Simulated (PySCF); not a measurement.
H₅Sn, SMILES [SnH5-], charge -1. Atoms are numbered in the order given.

```xyz
6

Sn     0.0000     0.0000     0.0000
H      0.0000     0.0000     1.8820
H      0.0000     0.0000    -1.8820
H      1.7736     0.0000     0.0000
H     -0.8868     1.5360     0.0000
H     -0.8868    -1.5360     0.0000
```
Charge -1, spin multiplicity 1.

Geometry optimised at B3LYP-D3(BJ)/def2-TZVPD. The def2 effective core potentials stand for the cores of Sn; spin–orbit coupling is left out.

Level of theory: PySCF with CAM-B3LYP/def2-TZVPD.

Symmetry labels are those of the subgroup C2v that the program uses (full group D3h).

Computed valence orbital energies around the gap with their symmetry:
| orbital | symmetry | energy (eV) |
|---|---|---|
| HOMO−7 | A1 | -24.08 |
| HOMO−6 | A2 | -23.95 |
| HOMO−5 | B2 | -23.95 |
| HOMO−4 | A1 | -10.56 |
| HOMO−3 | B1 | -5.21 |
| HOMO−2 | A1 | -5.21 |
| HOMO−1 | B2 | -4.86 |
| HOMO | A1 | -1.62 |
| LUMO | A1 | 4.32 |
| LUMO+1 | B1 | 5.58 |
| LUMO+2 | A1 | 5.58 |
| LUMO+3 | A2 | 6.12 |
